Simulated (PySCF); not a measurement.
Isomers of C6H12S, one GFN2-xTB conformer each. Single-point energies are computed at PBE0/pcSseg-1 (PySCF, gas phase, no added dispersion term), electronic only.

Question: Rank them by PBE0/pcSseg-1 energy, lowest first (kJ/mol).
A. `[CH2:1]=[CH:2][C@H:3]([CH3:4])[CH2:5][CH2:6][SH:7]` with C1–C2–C3–C4 -118°, C2–C3–C5–C6 -63°, C3–C5–C6–S7 177°, C5–C6–S7–H 62°
B. `[CH2:1]=[CH:2][S:3][CH2:4][CH2:5][CH2:6][CH3:7]` with C1–C2–S3–C4 0°, C2–S3–C4–C5 180°, S3–C4–C5–C6 66°, C4–C5–C6–C7 -179°

Answer: A (0.0), B (1.4).

As drawn, the lower has an S–H bond, which the higher lacks. Neighbours under 10 kJ/mol apart (C=C[C@H](C)CCS and C=CSCCCC) can change places with a better method, another conformer or zero-point energy. GFN2-xTB itself gives, in the same order: 0.0, 9.6. Both levels put the same isomer lowest.

Which frontier levels, dipoles and rotational constants go with these structures?

```csv
SMILES,"HOMO (eV, PBE0/pcSseg-1)",LUMO (eV),dipole (D),"A, B, C (MHz)"
C=C[C@H](C)CCS,-6.69,0.29,1.94,"3612, 996.3, 824.6"
C=CSCCCC,-6.17,0.38,1.28,"6295, 881.3, 825.4"
```
